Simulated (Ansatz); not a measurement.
# A geometry optimisation of BrGeHSi with B3LYP-D3(BJ)/def2-SVP

The starting geometry of this gas-phase singlet was optimised with GFN2-xTB.

```yaml
atoms:
  - { symbol: Br, position_ang: [-0.2203, -0.0893, 2.2423] }
  - { symbol: Ge, position_ang: [1.0708, -0.9389, 0.4004] }
  - { symbol: Si, position_ang: [-0.9139, -0.3577, -0.9051] }
  - { symbol: H, position_ang: [-0.3109, 1.0127, -1.1893] }
```

Problem. Where would you expect an optimisation with B3LYP-D3(BJ)/def2-SVP to take it?

Solution. A new bond forms, giving a structure with Br1 bridging Ge2 and Si3, H4 bridging Si3 and Ge2, given below by its coordinates. Distances that change by over a tenth: Ge2–H4 (2.87 → 1.90 Å). Contacts that close: Br1–Si3 (3.23 → 2.53 Å).

The energy falls by 0.38 eV over 12 steps:

```json
{"step": "1", "E − E(last) (eV)": "0.383"}
{"step": "2", "E − E(last) (eV)": "0.215"}
{"step": "3", "E − E(last) (eV)": "0.108"}
{"step": "5", "E − E(last) (eV)": "0.084"}
{"step": "6", "E − E(last) (eV)": "0.043"}
{"step": "7", "E − E(last) (eV)": "0.006"}
{"step": "8", "E − E(last) (eV)": "0.001"}
{"step": "10", "E − E(last) (eV)": "0.000"}
{"step": "11", "E − E(last) (eV)": "0.000"}
{"step": "12", "E − E(last) (eV)": "0.000"}
```

Final geometry (Å):

```yaml
atoms:
  - { symbol: Br, position_ang: [-0.5145, 0.0183, 1.8808] }
  - { symbol: Ge, position_ang: [1.1617, -0.6737, 0.0186] }
  - { symbol: Si, position_ang: [-1.1355, -0.3999, -0.5407] }
  - { symbol: H, position_ang: [0.1141, 0.6821, -0.8103] }
```

Frequencies at the end are all real (lowest 147 cm⁻¹). Run with Ansatz 0.2.0, 35 s on 1 thread of Arm Neoverse V1, with other jobs on the host.
